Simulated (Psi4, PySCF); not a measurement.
HCu, singlet, geometry from GFN2-xTB (such geometries of metal compounds can be far from the true shape). Base run: BHANDHLYP/6-31G, TDA run with PySCF.

Here is a job for PySCF.
```python
from pyscf import gto, scf, dft, tdscf

mol = gto.Mole()
mol.atom = '''
    Cu   -0.000000   -0.000000   -0.047474
    H     0.000000    0.000000    1.376745
'''
mol.basis = '6-31g'
mol.charge = 0
mol.spin = 0
mol.verbose = 4
mol.build()

mf = dft.RKS(mol)
mf.xc = 'bhandhlyp'
mf.kernel()
td = mf.TDA()
td.nstates = 5
td.kernel()
td.analyze()
```

Programs used: Psi4, PySCF; a row that names a program was run with it.

Variants of this job, named by their change:

```json
[
 {"change": "base", "first excitation (eV)": "1.81", "oscillator strength of the first": "0.000", "second (eV)": "1.81"},
 {"change": "basis = def2-SVPD", "first excitation (eV)": "…", "oscillator strength of the first": "…", "second (eV)": "…"},
 {"change": "code = psi4", "first excitation (eV)": "1.81", "oscillator strength of the first": "0.000", "second (eV)": "1.81"},
 {"change": "functional = hf", "first excitation (eV)": "2.38", "oscillator strength of the first": "0.045", "second (eV)": "3.03"},
 {"change": "functional = blyp", "first excitation (eV)": "…", "oscillator strength of the first": "0.000", "second (eV)": "…"},
 {"change": "conv_tol = 1e-3", "first excitation (eV)": "1.81", "oscillator strength of the first": "0.000", "second (eV)": "1.81"},
 {"change": "functional = b3lyp", "first excitation (eV)": "1.21", "oscillator strength of the first": "0.000", "second (eV)": "1.21"},
 {"change": "functional = wb97x", "first excitation (eV)": "1.21", "oscillator strength of the first": "0.000", "second (eV)": "1.21"},
 {"change": "nstates = 2", "first excitation (eV)": "1.81", "oscillator strength of the first": "0.000", "second (eV)": "1.81"},
 {"change": "guess vectors = 13 for 5 states", "first excitation (eV)": "1.81", "oscillator strength of the first": "0.000", "second (eV)": "1.81"},
 {"change": "functional = lc_wpbe", "first excitation (eV)": "…", "oscillator strength of the first": "0.000", "second (eV)": "…"}
]
```

Q: Fill in the missing entries.

A: 
- basis = def2-SVPD, first excitation (eV): 3.30
- basis = def2-SVPD, oscillator strength of the first: 0.068
- basis = def2-SVPD, second (eV): 3.98
- functional = blyp, first excitation (eV): 0.75
- functional = blyp, second (eV): 0.75
- functional = lc_wpbe, first excitation (eV): 0.96
- functional = lc_wpbe, second (eV): 0.96

An iterative solver can miss low states, so a row lists the states that it found.
